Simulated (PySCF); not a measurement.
PySCF 2.14 output of an unrestricted BP86 calculation on a single atom or ion in jorge-DZP-DKH (7s4p1d, 24 functions), with scalar relativity by spin-free X2C-1e:

```
SCF conv_tol = 1e-09
number electrons alpha = 9  beta = 6
    A. D. Becke.,  Phys. Rev. A 38, 3098 (1988)
    J. P. Perdew.,  Phys. Rev. B 33, 8822 (1986)
cycle= 1 E= -398.851822334094  delta_E= -0.00528  |g|= 0.0252  |ddm|= 0.0981
cycle= 2 E= -398.851894658076  delta_E= -7.23e-05  |g|= 0.00445  |ddm|= 0.0239
cycle= 3 E= -398.851898219101  delta_E= -3.56e-06  |g|= 0.000378  |ddm|= 0.00526
cycle= 4 E= -398.851898264035  delta_E= -4.49e-08  |g|= 6.02e-05  |ddm|= 0.00062
cycle= 5 E= -398.851898265029  delta_E= -9.94e-10  |g|= 5.49e-07  |ddm|= 7.93e-05
converged SCF energy = -398.851898265029  <S^2> = 3.7501803  2S+1 = 4.0000901
```

The run itself started from symmetry-adapted Hartree-Fock orbitals and held the occupation by maximum overlap, on a logarithmic radial grid, so the iterations belong to that start.

Problem. Which element, charge and spin multiplicity is this?

Solution. S⁺ (sulfur, charge +1), multiplicity 4; the state was [Ne] 3s2 3p3, high-spin 4S determinant.
